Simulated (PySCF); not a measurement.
Compound: C₅H₆F₂.
Structure used (PBE0-D3(BJ)/def2-SVP), in Å, numbered top down from 1:
```
atom  x, y, z in Å
C1     1.7516    0.8740    0.1586
C2     1.0968   -0.2073    0.6028
C3    -0.3258   -0.5018    0.4314
C4    -0.9049   -1.5697    0.9993
C5    -1.1364    0.4047   -0.4579
F6    -2.4195   -0.0025   -0.5397
F7    -1.1418    1.6713    0.0271
H8     1.2500    1.6887   -0.3684
H9     2.8239    0.9844    0.3351
H10    1.6559   -0.9716    1.1539
H11   -0.3251   -2.2501    1.6279
H12   -1.9637   -1.7853    0.8488
H13   -0.7226    0.4427   -1.4822
```

Jobs on this species (13 atoms, 54 electrons) with PySCF (density fitting). Hardware of each: one thread, Arm Neoverse N1 (aarch64) (shared host). Times come from a shared host and carry two figures at best. Peak memory is the resident size of the whole Python process, interpreter and libraries included.

```tsv
level and settings	work	basis functions	SCF cycles	wall time	peak memory
delta-SCF UKS B3LYP, pcX-2 on the ionised atom, pcseg-1 elsewhere, spin-free X2C	ΔSCF core ionisation, 6 holes	159	?	?	?
delta-SCF UKS SCAN, pcX-2 on the ionised atom, pcseg-1 elsewhere, spin-free X2C	ΔSCF core ionisation, 6 holes	159	?	?	?
delta-SCF UKS PBE0, pcX-2 on the ionised atom, pcseg-1 elsewhere, spin-free X2C	ΔSCF core ionisation, 6 holes	159	102	82 s	0.62 GiB
delta-SCF UKS SCAN, pcX-1 on the ionised atom, pcseg-1 elsewhere, spin-free X2C	ΔSCF core ionisation, 6 holes	138	134	67 s	0.46 GiB
PBE0-D3(BJ)/def2-SVP, grid level 1	geometry optimisation from a GFN2-xTB start shaken at random	128	53	75 s	0.50 GiB
delta-SCF UKS HF, pcX-2 on the ionised atom, pcseg-1 elsewhere, spin-free X2C	ΔSCF core ionisation, 6 holes	159	120	60 s	0.58 GiB
delta-SCF UKS SCAN, pcX-2 on the ionised atom, pcseg-1 elsewhere, non-relativistic	ΔSCF core ionisation, 6 holes	159	133	81 s	0.59 GiB
delta-SCF UKS SCAN, def2-TZVP on the ionised atom, pcseg-1 elsewhere, spin-free X2C	ΔSCF core ionisation, 6 holes	145	137	77 s	0.51 GiB
delta-SCF UKS PBE, pcX-2 on the ionised atom, pcseg-1 elsewhere, spin-free X2C	ΔSCF core ionisation, 6 holes	159	112	44 s	0.56 GiB
```

**Question.** Fill in the missing figures.

**Answer.** 
- delta-SCF UKS B3LYP, pcX-2 on the ionised atom, pcseg-1 elsewhere, spin-free X2C; ΔSCF core ionisation, 6 holes: 88 s, 0.63 GiB, 101 SCF cycles
- delta-SCF UKS SCAN, pcX-2 on the ionised atom, pcseg-1 elsewhere, spin-free X2C; ΔSCF core ionisation, 6 holes: 87 s, 0.59 GiB, 132 SCF cycles

**Question.** What do all jobs in the table cost together?

**Answer.** About 11 min; the longest takes about 13 % of that, and about 2 times as long as the shortest.
